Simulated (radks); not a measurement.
All-electron atom: Au XL in [Kr] 4d4. Method: scalar-relativistic Kohn-Sham, PBEsol, spin-polarised, spherical densities, finite nucleus; open shells are filled with parallel spins first (spin-orbit coupling, left out, can overturn this in heavy ions); Fermi nuclear charge, rms radius 5.4371 fm; computed with a radial shooting solver on a logarithmic mesh with Libxc functionals.

Unscreened Slater integrals over Kohn-Sham orbitals (hartree). They are taken over the spin-up orbitals. Empty in this configuration: 5s.

integral,value
"F0(4d,4d)",2.3268
"F2(4d,4d)",1.1869
"F4(4d,4d)",0.80933
"F0(4d,4p)",2.3206
"F2(4d,4p)",1.1898
"G1(4d,4p)",1.4773
"G3(4d,4p)",0.94804
"F0(4d,4s)",2.3602
"G2(4d,4s)",1.1778
"F0(4d,3d)",2.9827
"F2(4d,3d)",0.87952
"F4(4d,3d)",0.44198
"G0(4d,3d)",0.27851
"G2(4d,3d)",0.35615
"G4(4d,3d)",0.28119
"F0(4d,5s)",1.6360
"G2(4d,5s)",0.18638
"F0(4p,4p)",2.3211
"F2(4p,4p)",1.2100
"F0(4p,4s)",2.3595
"G1(4p,4s)",1.5932
"F0(4p,3d)",2.9450
"F2(4p,3d)",0.84062
"G1(4p,3d)",0.27135
"G3(4p,3d)",0.27448
"F0(4p,5s)",1.6353
"G1(4p,5s)",0.16855
"F0(4s,4s)",2.4017
"F0(4s,3d)",3.0150
"G2(4s,3d)",0.28358
"F0(4s,5s)",1.6475
"G0(4s,5s)",0.12463
"F0(3d,3d)",5.4766
"F2(3d,3d)",2.7990
"F4(3d,3d)",1.8028
"F0(3d,5s)",1.8671
"G2(3d,5s)",0.094128
"F0(5s,5s)",1.3803

Derived for the open shells (J is the average intra-shell exchange parameter used in DFT+U). 4d: Racah B = F2/49 - 5 F4/441 = 0.01505 hartree, C = 35 F4/441 = 0.06423 hartree, C/B = 4.27, F4/F2 = 0.682, J = (F2 + F4)/14 = 0.1426 hartree.
